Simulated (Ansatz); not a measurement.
Cost and result for the atomization energy of CH₄AlNS (8 atoms, 8 bonds).

```xyz
8

N     0.681   -1.429    0.426
C     0.132   -0.248    0.292
Al   -0.626    1.275   -0.702
S    -0.269    0.781    1.565
H     0.892   -1.988   -0.384
H     0.909   -1.815    1.334
H    -2.125    1.127   -1.194
H     0.406    2.297   -1.337
```

The species carries charge 0 and has multiplicity 1. The bonds changed during the relaxation, so this is another structure than the one it started from. The geometry is a stationary point of PBE0-D4/def2-TZVP. It is one conformer, not always the lowest. Program: Ansatz. All runs use 2 threads of an Arm Neoverse V1 on a shared host. Times are those of one run each, without the atoms' runs, and a repeat can differ threefold. Electronic energies, without spin–orbit coupling; frozen cores. CCSD(T)/CBS adds CCSD(T) − MP2 in def2-TZVPP to the MP2 limit, and its time is that of the two runs behind it. T1 = 0.017. B3LYP takes the VWN-RPA correlation (the form of Gaussian; ORCA's B3LYP/G). HSE06 is the plane-wave form, built on full-range PBE exchange.

CCSD(T)/CBS is a level of theory with its own doubt, some kJ/mol a heavy atom from the limit and from the frozen cores, so smaller differences don't rank the functionals.

| level | functions | wall time |
| --- | --- | --- |
| CCSD(T)/def2-SVP | 84 | 2.4 s |
| PBE0-D4/def2-TZVPP | 202 | 3.5 s |
| BHLYP-D4/def2-TZVPP | 202 | 3.6 s |
| HSE06-D4/def2-TZVPP | 202 | 3.8 s |
| B3LYP-D4/def2-TZVPP (with forces) | 202 | 5.5 s |
| r2SCAN-D4/def2-TZVPP (with forces) | 202 | 6 s |
| r2SCANh-D4/def2-TZVPP | 202 | 6.5 s |
| B2PLYP/def2-TZVPP | 202 | 6.5 s |
| PBE-QIDH/def2-TZVPP | 202 | 6.5 s |
| ωB97M-V/def2-TZVPP (with forces) | 202 | 14 s |
| MP2/def2-QZVPP | 374 | 20 s |
| CCSD(T)/def2-TZVPP | 202 | 61 s |
| CCSD(T)/CBS(def2) | – | 81 s |

(1) What atomization energy does each give, and how far from CCSD(T)/CBS? (An estimate is asked.)

## Answers

(1) Ansatz gave: 
| level | atomization (kcal/mol) | difference from CCSD(T)/CBS | per bond |
| --- | --- | --- | --- |
| CCSD(T)/def2-SVP | 588.8 | -43.6 | -5.4 |
| PBE0-D4/def2-TZVPP | 635.9 | 3.5 | 0.4 |
| BHLYP-D4/def2-TZVPP | 611.2 | -21.2 | -2.6 |
| HSE06-D4/def2-TZVPP | 636.5 | 4.1 | 0.5 |
| B3LYP-D4/def2-TZVPP (with forces) | 634.5 | 2.1 | 0.3 |
| r2SCAN-D4/def2-TZVPP (with forces) | 637.7 | 5.3 | 0.7 |
| r2SCANh-D4/def2-TZVPP | 632.0 | -0.4 | 0.0 |
| B2PLYP/def2-TZVPP | 625.3 | -7.1 | -0.9 |
| PBE-QIDH/def2-TZVPP | 627.0 | -5.4 | -0.7 |
| ωB97M-V/def2-TZVPP (with forces) | 638.4 | 6.0 | 0.8 |
| MP2/def2-QZVPP | 634.3 | 1.9 | 0.2 |
| CCSD(T)/def2-TZVPP | 611.0 | -21.4 | -2.7 |
| CCSD(T)/CBS(def2) | 632.4 | 0.0 | 0.0 |

From BLYP to BHLYP (50 % exact exchange), in def2-TZVPP and without D4, the atomization energy moves by −21.8 kcal/mol: exact exchange takes away binding that semilocal exchange gives to molecules. In def2-TZVPP, CCSD(T) changes the Hartree–Fock value by +180.0 kcal/mol (the triples alone add +13.3 kcal/mol) and MP2 by +190.7 kcal/mol; breaking electron pairs costs correlation energy, which Hartree–Fock lacks. At CCSD(T), def2-SVP lies −43.5 kcal/mol from the extrapolated value and def2-TZVPP −21.4 kcal/mol: correlation converges slowly with the basis, and small sets miss more of it in the bonded molecule than in its fragments.
